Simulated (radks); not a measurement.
Values are calculated unless marked as measured or tabulated.
Valence configurations of Te II (all share [Kr]). Code: a radial shooting solver on a logarithmic mesh with Libxc functionals. Model: Dirac Kohn-Sham, LDA (Slater exchange, Perdew-Wang correlation), spin-unpolarised, spherical densities, finite nucleus; open shells are shared between the two j in proportion to 2j + 1; Fermi nuclear charge, rms radius 4.7423 fm. Order these by energy: 4d10 5s1 5p4; 4d9 5s1.5 5p4.5; 4d9.5 5s1 5p4.5; 4d9 5s2 5p4; 4d10 5s1.5 5p3.5; 4d9 5s1 5p5; 4d10 5s2 5p3; 4d9.5 5s2 5p3.5; 4d10 5p5; 4d8 5s2 5p5.

Answer. From the lowest, in eV above it: 4d10 5s2 5p3 0.000; 4d10 5s1.5 5p3.5 4.924; 4d10 5s1 5p4 9.894; 4d9.5 5s2 5p3.5 19.035; 4d10 5p5 19.964; 4d9.5 5s1 5p4.5 29.294; 4d9 5s2 5p4 39.349; 4d9 5s1.5 5p4.5 44.636; 4d9 5s1 5p5 49.964; 4d8 5s2 5p5 83.834. NIST lists [Kr] 4d10 5s2 5p3 as the ground configuration; this level of theory agrees among the configurations tried. The energies are those of spherical spin-averaged densities, not of single terms.
